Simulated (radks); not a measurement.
The numbers below are computed, except where a source is named.
Charge is removed step by step from the 4p up level of neutral arsenic, starting from [Ar] 3d10 4s2 4p(up 3, down 0). Level of theory: scalar-relativistic Kohn-Sham, BLYP, spin-polarised, spherical densities, point nucleus (a radial shooting solver on a logarithmic mesh with Libxc functionals).

| removed (e) | E - E(0) (eV) | eigenvalue (eV) | E minus straight line (eV) |
|---|---|---|---|
| 0 | 0.000 | -5.600 | 0.000 |
| 0.1 | 0.598 | -6.362 | -0.362 |
| 0.2 | 1.273 | -7.138 | -0.648 |
| 0.3 | 2.026 | -7.929 | -0.855 |
| 0.4 | 2.859 | -8.733 | -0.982 |
| 0.5 | 3.773 | -9.551 | -1.028 |
| 0.6 | 4.769 | -10.381 | -0.992 |
| 0.7 | 5.849 | -11.223 | -0.873 |
| 0.8 | 7.014 | -12.077 | -0.668 |
| 0.9 | 8.264 | -12.942 | -0.378 |
| 1 | 9.602 | -13.818 | 0.000 |

Removing the whole electron costs 9.602 eV by Delta-SCF, against 5.600 eV from minus the eigenvalue at the starting occupation. Slater's transition state (half an electron removed) gives 9.551 eV. Integrating minus the eigenvalue over the occupation (Janak's theorem) gives 9.603 eV. In this scalar-relativistic scheme the density is built from large components alone, so the theorem holds only approximately. The mean slope of the eigenvalue, de/dn, is 8.22 eV per electron. Ionisation energy of As in the NIST Atomic Spectra Database: 9.789 eV (measured).
